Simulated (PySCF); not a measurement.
Isomers of C5H11FOSi.

All values: PBE0/pcSseg-1 (PySCF) at GFN2-xTB geometries, gas phase, one conformer each.

Problem. Rank by the highest IAO charge on any atom, highest value first.
A. `[CH3:1][CH:2]([CH3:3])[SiH2:4][C@@H:5]([F:6])[CH:7]=[O:8]` with C1–C2–Si4–C5 -177°, C2–Si4–C5–F6 -72°, Si4–C5–C7–O8 68°
B. `[CH3:1]/[C:2](=[CH:3]/[F:4])[SiH2:5][CH2:6][CH2:7][OH:8]` with C1–C2–Si5–C6 16°, C2–Si5–C6–C7 -165°, Si5–C6–C7–O8 -38°, C6–C7–O8–H 173°
C. `[CH3:1][C@@H:2]([SiH3:3])[C@@:4]([CH3:5])([F:6])[CH:7]=[O:8]` with C1–C2–C4–C5 -52°, C2–C4–C7–O8 39°
D. `[CH3:1][C@@H:2]([F:3])[C@@H:4]1[CH2:5][CH2:6][Si@H:7]1[OH:8]` with C1–C2–C4–C5 -61°, C6–Si7–O8–H -84°, C2–C4–C5–C6 -139°, C4–C5–C6–Si7 16°, C5–C6–Si7–O8 -119°, C2–C4–Si7–C6 132°
E. `[CH3:1][CH2:2][Si@@H:3]([CH:4]=[O:5])[C@H:6]([CH3:7])[F:8]` with C1–C2–Si3–C4 62°, C2–Si3–C4–O5 -7°, C2–Si3–C6–C7 -57°
F. `[CH3:1][SiH:2]([CH3:3])[CH2:4][C@@H:5]([F:6])[CH:7]=[O:8]` with C1–Si2–C4–C5 96°, Si2–C4–C5–F6 173°, C4–C5–C7–O8 57°

Solution. D (+1.122 e), F (+0.922 e), E (+0.828 e), B (+0.762 e), A (+0.746 e), C (+0.601 e).

Problem. Rank by the lowest Hirshfeld charge on any atom, highest value first.
A. `[CH3:1][C@@H:2]([SiH3:3])[C@@:4]([CH3:5])([F:6])[CH:7]=[O:8]` with C1–C2–C4–C5 -52°, C2–C4–C7–O8 39°
B. `[CH3:1][C@@H:2]([F:3])[C@@H:4]1[CH2:5][CH2:6][Si@H:7]1[OH:8]` with C1–C2–C4–C5 -61°, C6–Si7–O8–H -84°, C2–C4–C5–C6 -139°, C4–C5–C6–Si7 16°, C5–C6–Si7–O8 -119°, C2–C4–Si7–C6 132°
C. `[CH3:1][Si:2]1([CH3:3])[CH2:4][C@@H:5]([F:6])[CH2:7][O:8]1` with C1–Si2–C4–C5 91°, Si2–C4–C5–F6 -85°, C4–C5–C7–O8 -30°, C5–C7–O8–Si2 10°
D. `[CH3:1]/[C:2](=[CH:3]/[F:4])[SiH2:5][CH2:6][CH2:7][OH:8]` with C1–C2–Si5–C6 16°, C2–Si5–C6–C7 -165°, Si5–C6–C7–O8 -38°, C6–C7–O8–H 173°
E. `[CH3:1][SiH:2]([CH3:3])[CH2:4][C@@H:5]([F:6])[CH:7]=[O:8]` with C1–Si2–C4–C5 96°, Si2–C4–C5–F6 173°, C4–C5–C7–O8 57°

Solution. A (-0.158 e), D (-0.198 e), E (-0.219 e), C (-0.242 e), B (-0.306 e).

Problem. Rank by dipole moment, lowest first.
A. `[CH3:1][O:2][CH2:3]/[C:4]([CH3:5])=[CH:6]\[SiH2:7][F:8]` with C1–O2–C3–C4 163°, O2–C3–C4–C5 154°, C4–C6–Si7–F8 -52°
B. `[CH3:1][SiH:2]([CH3:3])[CH2:4][C@@H:5]([F:6])[CH:7]=[O:8]` with C1–Si2–C4–C5 96°, Si2–C4–C5–F6 173°, C4–C5–C7–O8 57°
C. `[CH3:1][Si:2]1([CH3:3])[CH2:4][C@@H:5]([F:6])[CH2:7][O:8]1` with C1–Si2–C4–C5 91°, Si2–C4–C5–F6 -85°, C4–C5–C7–O8 -30°, C5–C7–O8–Si2 10°
D. `[CH3:1][C@@H:2]([F:3])[C@@H:4]1[CH2:5][CH2:6][Si@H:7]1[OH:8]` with C1–C2–C4–C5 -61°, C6–Si7–O8–H -84°, C2–C4–C5–C6 -139°, C4–C5–C6–Si7 16°, C5–C6–Si7–O8 -119°, C2–C4–Si7–C6 132°
E. `[CH3:1][CH2:2][Si@@H:3]([CH:4]=[O:5])[C@H:6]([CH3:7])[F:8]` with C1–C2–Si3–C4 62°, C2–Si3–C4–O5 -7°, C2–Si3–C6–C7 -57°
F. `[CH3:1][O:2][SiH2:3]/[C:4]([CH3:5])=[CH:6]/[CH2:7][F:8]` with C1–O2–Si3–C4 -179°, O2–Si3–C4–C5 -178°, C4–C6–C7–F8 -179°

Solution. B (0.50 D), D (1.70 D), C (1.87 D), F (2.12 D), E (2.66 D), A (3.02 D).

All values together:

```json
{"SMILES": "C[SiH](C)C[C@@H](F)C=O", "μ (D)": "0.50", "HOMO (eV)": "-7.88", "LUMO (eV)": "-1.32", "lowest IAO charge (e)": "-0.722 (C)", "highest IAO charge (e)": "+0.922 (Si)", "lowest Hirshfeld charge (e)": "-0.219 (C)", "highest Hirshfeld charge (e)": "+0.378 (Si)"}
{"SMILES": "COC/C(C)=C\\[SiH2]F", "μ (D)": "3.02", "HOMO (eV)": "-7.44", "LUMO (eV)": "-0.50", "lowest IAO charge (e)": "-0.554 (F)", "highest IAO charge (e)": "+1.068 (Si)", "lowest Hirshfeld charge (e)": "-0.213 (F)", "highest Hirshfeld charge (e)": "+0.377 (Si)"}
{"SMILES": "C[C@@H]([SiH3])[C@@](C)(F)C=O", "μ (D)": "1.65", "HOMO (eV)": "-7.86", "LUMO (eV)": "-1.42", "lowest IAO charge (e)": "-0.430 (C)", "highest IAO charge (e)": "+0.601 (Si)", "lowest Hirshfeld charge (e)": "-0.158 (O)", "highest Hirshfeld charge (e)": "+0.281 (Si)"}
{"SMILES": "CO[SiH2]/C(C)=C/CF", "μ (D)": "2.12", "HOMO (eV)": "-7.25", "LUMO (eV)": "-0.11", "lowest IAO charge (e)": "-0.641 (O)", "highest IAO charge (e)": "+1.007 (Si)", "lowest Hirshfeld charge (e)": "-0.216 (O)", "highest Hirshfeld charge (e)": "+0.383 (Si)"}
{"SMILES": "C[Si]1(C)C[C@@H](F)CO1", "μ (D)": "1.87", "HOMO (eV)": "-7.68", "LUMO (eV)": "1.22", "lowest IAO charge (e)": "-0.743 (C)", "highest IAO charge (e)": "+1.262 (Si)", "lowest Hirshfeld charge (e)": "-0.242 (O)", "highest Hirshfeld charge (e)": "+0.457 (Si)"}
{"SMILES": "C[C@@H](F)[C@@H]1CC[Si@H]1O", "μ (D)": "1.70", "HOMO (eV)": "-7.60", "LUMO (eV)": "0.67", "lowest IAO charge (e)": "-0.778 (O)", "highest IAO charge (e)": "+1.122 (Si)", "lowest Hirshfeld charge (e)": "-0.306 (O)", "highest Hirshfeld charge (e)": "+0.419 (Si)"}
{"SMILES": "CC(C)[SiH2][C@@H](F)C=O", "μ (D)": "1.89", "HOMO (eV)": "-7.62", "LUMO (eV)": "-1.07", "lowest IAO charge (e)": "-0.414 (C)", "highest IAO charge (e)": "+0.746 (Si)", "lowest Hirshfeld charge (e)": "-0.228 (O)", "highest Hirshfeld charge (e)": "+0.345 (Si)"}
{"SMILES": "C/C(=C/F)[SiH2]CCO", "μ (D)": "3.01", "HOMO (eV)": "-6.99", "LUMO (eV)": "0.35", "lowest IAO charge (e)": "-0.548 (C)", "highest IAO charge (e)": "+0.762 (Si)", "lowest Hirshfeld charge (e)": "-0.198 (O)", "highest Hirshfeld charge (e)": "+0.310 (Si)"}
{"SMILES": "CC[Si@@H](C=O)[C@H](C)F", "μ (D)": "2.66", "HOMO (eV)": "-6.83", "LUMO (eV)": "-1.43", "lowest IAO charge (e)": "-0.534 (C)", "highest IAO charge (e)": "+0.828 (Si)", "lowest Hirshfeld charge (e)": "-0.205 (O)", "highest Hirshfeld charge (e)": "+0.355 (Si)"}
```

Conformers: `[CH3:1][SiH:2]([CH3:3])[CH2:4][C@@H:5]([F:6])[CH:7]=[O:8]` with C1–Si2–C4–C5 96°, Si2–C4–C5–F6 173°, C4–C5–C7–O8 57°; `[CH3:1][O:2][CH2:3]/[C:4]([CH3:5])=[CH:6]\[SiH2:7][F:8]` with C1–O2–C3–C4 163°, O2–C3–C4–C5 154°, C4–C6–Si7–F8 -52°; `[CH3:1][C@@H:2]([SiH3:3])[C@@:4]([CH3:5])([F:6])[CH:7]=[O:8]` with C1–C2–C4–C5 -52°, C2–C4–C7–O8 39°; `[CH3:1][O:2][SiH2:3]/[C:4]([CH3:5])=[CH:6]/[CH2:7][F:8]` with C1–O2–Si3–C4 -179°, O2–Si3–C4–C5 -178°, C4–C6–C7–F8 -179°; `[CH3:1][Si:2]1([CH3:3])[CH2:4][C@@H:5]([F:6])[CH2:7][O:8]1` with C1–Si2–C4–C5 91°, Si2–C4–C5–F6 -85°, C4–C5–C7–O8 -30°, C5–C7–O8–Si2 10°; `[CH3:1][C@@H:2]([F:3])[C@@H:4]1[CH2:5][CH2:6][Si@H:7]1[OH:8]` with C1–C2–C4–C5 -61°, C6–Si7–O8–H -84°, C2–C4–C5–C6 -139°, C4–C5–C6–Si7 16°, C5–C6–Si7–O8 -119°, C2–C4–Si7–C6 132°; `[CH3:1][CH:2]([CH3:3])[SiH2:4][C@@H:5]([F:6])[CH:7]=[O:8]` with C1–C2–Si4–C5 -177°, C2–Si4–C5–F6 -72°, Si4–C5–C7–O8 68°; `[CH3:1]/[C:2](=[CH:3]/[F:4])[SiH2:5][CH2:6][CH2:7][OH:8]` with C1–C2–Si5–C6 16°, C2–Si5–C6–C7 -165°, Si5–C6–C7–O8 -38°, C6–C7–O8–H 173°; `[CH3:1][CH2:2][Si@@H:3]([CH:4]=[O:5])[C@H:6]([CH3:7])[F:8]` with C1–C2–Si3–C4 62°, C2–Si3–C4–O5 -7°, C2–Si3–C6–C7 -57°.
